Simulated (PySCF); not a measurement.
THF cation (C4H8O), SMILES C1CCCO1 (connectivity only; charge and spin as stated), charge +1, multiplicity 2. Atoms are numbered in the order given.

```xyz
13

C     -0.7387     0.2014     0.9987
C      0.7387    -0.2014     0.9987
C      1.1526     0.1090    -0.4245
O      0.0000     0.0000    -1.2178
C     -1.1526    -0.1090    -0.4245
H     -1.3402    -0.3467     1.7353
H     -0.8681     1.2784     1.1940
H      1.3402     0.3467     1.7353
H      0.8681    -1.2784     1.1940
H      1.9433    -0.4874    -0.9192
H      1.4787     1.1709    -0.5848
H     -1.4787    -1.1709    -0.5848
H     -1.9433     0.4874    -0.9192
```
Charge +1, spin multiplicity 2.

Coordinates come from a PBE0-D3(BJ)/def2-SVP optimisation. The spin state was assumed, not searched. One conformer was computed; it need not be the lowest.

Two levels are set side by side: PBE/pcH-1 (PySCF) and PBE0/pcH-1 (PySCF). Contact hyperfine couplings, same geometry. Differences are taken from unrounded values.

```csv
quantity,PBE0
"A(iso) of 13C, atom C1 (MHz)",-2.7
"A(iso) of 13C, atom C2 (MHz)",-2.7
"A(iso) of 13C, atom C3 (MHz)",-31.4
"A(iso) of 17O, atom O4 (MHz)",-62.8
"A(iso) of 13C, atom C5 (MHz)",-31.4
"A(iso) of 1H, atom H6 (MHz)",-3.3
"A(iso) of 1H, atom H7 (MHz)",13.1
"A(iso) of 1H, atom H8 (MHz)",-3.3
"A(iso) of 1H, atom H9 (MHz)",13.1
"A(iso) of 1H, atom H10 (MHz)",124.8
"A(iso) of 1H, atom H11 (MHz)",276.0
"A(iso) of 1H, atom H12 (MHz)",276.0
"A(iso) of 1H, atom H13 (MHz)",124.8
```

What does PBE give, and how far is it from PBE0? (Estimate from the structure and the level; the computed values follow.)


```json
[
 {"quantity": "A(iso) of 13C, atom C1 (MHz)", "PBE": "-3.2", "PBE minus PBE0": "-0.6"},
 {"quantity": "A(iso) of 13C, atom C2 (MHz)", "PBE": "-3.2", "PBE minus PBE0": "-0.6"},
 {"quantity": "A(iso) of 13C, atom C3 (MHz)", "PBE": "-25.5", "PBE minus PBE0": "5.9"},
 {"quantity": "A(iso) of 17O, atom O4 (MHz)", "PBE": "-34.8", "PBE minus PBE0": "28.0"},
 {"quantity": "A(iso) of 13C, atom C5 (MHz)", "PBE": "-25.5", "PBE minus PBE0": "5.9"},
 {"quantity": "A(iso) of 1H, atom H6 (MHz)", "PBE": "-2.0", "PBE minus PBE0": "1.3"},
 {"quantity": "A(iso) of 1H, atom H7 (MHz)", "PBE": "21.8", "PBE minus PBE0": "8.7"},
 {"quantity": "A(iso) of 1H, atom H8 (MHz)", "PBE": "-2.0", "PBE minus PBE0": "1.3"},
 {"quantity": "A(iso) of 1H, atom H9 (MHz)", "PBE": "21.8", "PBE minus PBE0": "8.7"},
 {"quantity": "A(iso) of 1H, atom H10 (MHz)", "PBE": "133.4", "PBE minus PBE0": "8.6"},
 {"quantity": "A(iso) of 1H, atom H11 (MHz)", "PBE": "292.8", "PBE minus PBE0": "16.8"},
 {"quantity": "A(iso) of 1H, atom H12 (MHz)", "PBE": "292.8", "PBE minus PBE0": "16.8"},
 {"quantity": "A(iso) of 1H, atom H13 (MHz)", "PBE": "133.4", "PBE minus PBE0": "8.6"}
]
```

Rough cost on one machine, each run with all the roots and properties that it gave: PBE0 against PBE within a factor of 2.
